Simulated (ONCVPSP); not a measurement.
**Before and after: ONCV potential for cobalt (Co)**

```json
{
  "Element": "cobalt",
  "Generator": "ONCVPSP 4.0.1",
  "Type": "optimised norm-conserving Vanderbilt (ONCV)",
  "Functional": "PBEsol",
  "Relativity": "fully relativistic",
  "Frozen core": "[Ne]",
  "Valence charge": "17",
  "Reference configuration": "3s2 3p6 3d7 4s2",
  "Partial waves": "3s+4s: rc 1.05 bohr, ncon 4, nbas 7, qcut 12.9 1/bohr, 2 projectors; 3p: rc 0.75 bohr, ncon 4, nbas 7, qcut 10 1/bohr, 2 projectors, debl 1.8 Ha; 3d: rc 1.40 bohr, ncon 3, nbas 8, qcut 13.6 1/bohr, 3 projectors, debl 2.9 Ha",
  "Local potential": "polynomial inside 0.55 bohr (lpopt 5, dvloc0 0 Ha)",
  "Core correction": "Teter function, fcfact 2, rcfact 1.5"
}
```

Open shells are filled in proportion to 2j + 1.

In the p channel the program set the typed energies aside and used -2.384, 0.250 Ha (j = l + 1/2; the other j can differ).

All-electron outer shells of the reference configuration (PBEsol, scalar-relativistic, ld1.x):

```csv
shell,level (eV),outermost node (bohr),outermost maximum (bohr)
2p,-769.45,–,0.17
3s,-102.14,0.31,0.66
3p,-65.51,0.28,0.68
3d,-8.23,–,0.66
4s,-5.49,0.96,2.32
```

Change: p: rc 0.88.

Cutoffs: the cutoffs (Ha) at which the residual kinetic energy of the hardest occupied pseudo-wave falls to 1 and 0.1 mHa per electron; they do not see the model core or the augmentation charge, which bear on the density cutoff. Errors are all-electron minus pseudo energies relative to the spin-unpolarised reference configuration.

Task: What does the change do?

Result: The potential gets softer (117 Ha and 242 Ha → 61 Ha and 157 Ha); the errors of the 4 common tests hardly move; neither file shows a bound ghost. A larger radius leaves more room for a smooth pseudo-wave, so fewer plane waves are needed.

```tsv
quantity	base	changed
cutoff, loose	117 Ha	61 Ha
cutoff, tight	242 Ha	157 Ha
loose cutoff by channel	s 55 Ha, p 117 Ha, d 61 Ha	s 55 Ha, p 35 Ha, d 61 Ha
bound ghosts	none	none
GHOST(+) flags under 300 eV	none	none
error for 3s2 3p6 3d7 4s1, meV [ΔE 9.05 eV]	+1.2	+1.2
error for 3s2 3p6 3d7 4s0, meV [ΔE 25.74 eV]	+5.9	+5.8
error for 3s2 3p6 3d6 4s0, meV [ΔE 61.58 eV]	+9.8	+10.0
error for 3s2 3p6 3d7.5 4s1.5, meV [ΔE -0.96 eV]	+3.1	+3.1
s: phases at 1.06 bohr within 0.05 rad from the reference energy up to (Ha; the scan ends near 5)	to the end of the scan	to the end of the scan
d5/2: phases at 1.42 bohr within 0.05 rad from the reference energy up to (Ha; the scan ends near 5)	to the end of the scan	to the end of the scan
d3/2: phases at 1.42 bohr within 0.05 rad from the reference energy up to (Ha; the scan ends near 5)	to the end of the scan	to the end of the scan
rms error of d²Exc/dni dnj with the model core, mHa	6.58	6.57
```
